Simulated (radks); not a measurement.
Values are calculated unless marked as measured or tabulated.
Q: Species: Ca+. Configuration: [Ar] 4s1. Code: a radial shooting solver on a logarithmic mesh with Libxc functionals. Model: Dirac Kohn-Sham, LDA (Slater exchange, Perdew-Wang correlation), spin-unpolarised, spherical densities, finite nucleus; Fermi nuclear charge, rms radius 3.4776 fm. Some entries of the table are withheld. Estimate them.

orbital,occ.,eigenvalue (eV),<r^2> (bohr^2)
1s1/2,2,-3944.529,0.007977
2s1/2,2,-420.1130,0.1582
2p1/2,2,(1),0.1322
2p3/2,4,(2),0.1341
3s1/2,2,(3),1.546
3p1/2,2,(4),1.884
3p3/2,4,(5),1.908
4s1/2,1,-9.1692,14.38

A: 
(1) 2p1/2 eigenvalue (eV): -344.0314
(2) 2p3/2 eigenvalue (eV): -340.3544
(3) 3s1/2 eigenvalue (eV): -53.7966
(4) 3p1/2 eigenvalue (eV): -35.1782
(5) 3p3/2 eigenvalue (eV): -34.7869
